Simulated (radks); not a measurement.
Values are calculated unless marked as measured or tabulated.
Question: Bi12+, 71 electrons, occupied as [Xe] 4f14 5d3. Level of theory: scalar-relativistic Kohn-Sham, exchange-only LDA, spin-polarised, spherical densities, point nucleus; open shells are filled with parallel spins first (spin-orbit coupling, left out, can overturn this in heavy ions) (a radial shooting solver on a logarithmic mesh with Libxc functionals). Some entries of the table are withheld. Estimate them.

orbital  occ.  eigenvalue (eV)  r(max) (bohr)
1s up       1        -90834.85       0.009660
1s down     1        -90834.84       0.009660
2s up       1        -16500.43        0.05621
2s down     1        -16499.95        0.05621
2p up       3        -14148.70        0.04692
2p down     3        -14148.29        0.04692
3s up       1        -4145.069         0.1585
3s down     1        -4144.807         0.1585
3p up       3        -3473.429         0.1589
3p down     3        -3473.154         0.1589
3d up       5        -2799.105         0.1294
3d down     5        -2798.724         0.1294
4s up       1        -1113.908         0.3557
4s down     1        -1113.395         0.3557
4p up       3        -893.5433         0.3758
4p down     3        -893.0172         0.3758
4d up       5        -642.0065         0.3810
4d down     5        -641.3798         0.3811
4f up       7        -364.5919         0.3404
4f down     7        -363.8238         0.3403
5s up       1              (1)         0.7609
5s down     1              (2)         0.7587
5p up       3        -295.7166         0.8395
5p down     3        -292.0956         0.8366
5d up       3        -217.3708         0.9586
5d down     0        -213.3564         0.9550

Answer: 
(1) 5s up eigenvalue (eV): -361.9269
(2) 5s down eigenvalue (eV): -358.8065
